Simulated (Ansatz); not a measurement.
`BCC(C)C` + `CC(C)C` → `CC(C)CC(C)(C)C` + BH₃  (formal exchange of groups at a C–B bond)

Isolated molecules relaxed with PBE0-D4/def2-TZVP in Ansatz; ΔE leaves out vibrations. CCSD(T)/CBS is the MP2 limit (def2-TZVPP, def2-QZVPP) plus CCSD(T) − MP2 in def2-TZVPP, frozen cores. This one scheme is used for every species. DFT in def2-TZVPP. B3LYP here is the variant with VWN-RPA as its local correlation; programs differ in this. HSE06 is defined as in plane-wave codes. Each species was taken in one conformer, which may not be the lowest.

```tsv
level	ΔE (kJ/mol)	difference from CCSD(T)/CBS
LDA (SPW92)	61.8	12.5
PBE-D4	64.4	15.1
revPBE-D4	56.1	6.8
BLYP-D4	59.0	9.7
r2SCAN-D4	62.2	12.9
B97M-V	61.9	12.6
PBE0-D4	61.3	12.0
B3LYP-D4	58.8	9.5
r2SCANh-D4	61.5	12.2
r2SCAN0-D4	60.4	11.1
HSE06-D4	62.2	12.9
BHLYP-D4	56.9	7.6
CAM-B3LYP-D4	58.4	9.1
ωB97X-V	53.5	4.2
ωB97M-V	54.4	5.1
B2PLYP	63.7	14.4
PBE-QIDH	57.6	8.3
PBE	76.8	27.5
revPBE	85.2	35.9
BLYP	82.7	33.4
r2SCAN	66.8	17.5
PBE0	72.5	23.2
B3LYP	77.2	27.9
r2SCANh	66.3	17.0
HSE06	72.7	23.4
BHLYP	70.6	21.3
CAM-B3LYP	69.9	20.6
LC-ωPBE	68.1	18.8
MP2/def2-SVP	42.8	-6.5
CCSD/def2-SVP	48.6	-0.7
CCSD(T)/def2-SVP	44.9	-4.4
HF/def2-TZVPP	71.3	22.0
SCS-MP2/def2-TZVPP	46.1	-3.2
CCSD/def2-TZVPP	50.5	1.2
CCSD(T)/def2-TZVPP	46.4	-2.9
HF/def2-QZVPP	71.6	22.3
MP2/def2-QZVPP	44.4	-4.9
HF/CBS(def2)	71.7	22.4
MP2/CBS(def2)	45.6	-3.7
CCSD/CBS(def2)	53.5	4.2
CCSD(T)/CBS	49.3	0
```

Largest T1 diagnostic among the species: 0.009.

From PBE to PBE0 (25 % exact exchange), in def2-TZVPP and without D4, ΔE moves by −4.3 kJ/mol. Leaving LDA and LC-ωPBE aside and taking each functional with its dispersion term where it has one, the values spread over 10.9 kJ/mol, from ωB97X-V to PBE-D4. LDA lies −15.0 kJ/mol from PBE without D4.
